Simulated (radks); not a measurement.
Values are calculated unless marked as measured or tabulated.
Fractional charge and spin in the 5p shell of thulium: the spin-up occupation runs from 2 to 3 and the spin-down occupation from 2 to 3; the fullest corner is Tm3+, [Kr] 4d10 4f(up 6, down 6) 5s2 5p(up 3, down 3). Level of theory: scalar-relativistic Kohn-Sham, PBE, spin-polarised, spherical densities, finite nucleus; Fermi nuclear charge, rms radius of each element as measured or else 0.836 A^(1/3) + 0.57 fm (a radial shooting solver on a logarithmic mesh with Libxc functionals). Energy (eV) above the fullest corner. The planes named below are the two flat planes that join the four corners, with an edge along up + down = one added electron.

| down \ up | 2 | 2.25 | 2.5 | 2.75 | 3 |
|---|---|---|---|---|---|
| 2 | 142.264 | 121.117 | 100.915 | 81.648 | 63.312 |
| 2.25 | 121.117 | 100.979 | 81.774 | 63.496 | 46.137 |
| 2.5 | 100.915 | 81.774 | 63.558 | 46.258 | 29.866 |
| 2.75 | 81.648 | 63.496 | 46.258 | 29.925 | 14.490 |
| 3 | 63.312 | 46.137 | 29.866 | 14.490 | 0.000 |

Corners above the fullest one (they belong to Tm4+ and the next ion): (up 3, down 2) 63.312 eV, (up 2, down 3) 63.312 eV, (up 2, down 2) 142.26 eV. With half an added electron in each spin the energy lies 0.246 eV from the planes, and with half an added electron in spin up alone -1.873 eV. The planes are only a guide here: the flat-plane condition holds for ground states with one frontier orbital, while this shell lies below other occupied shells, so the corners above the fullest one are inner-hole states and not the ground states of those ions.
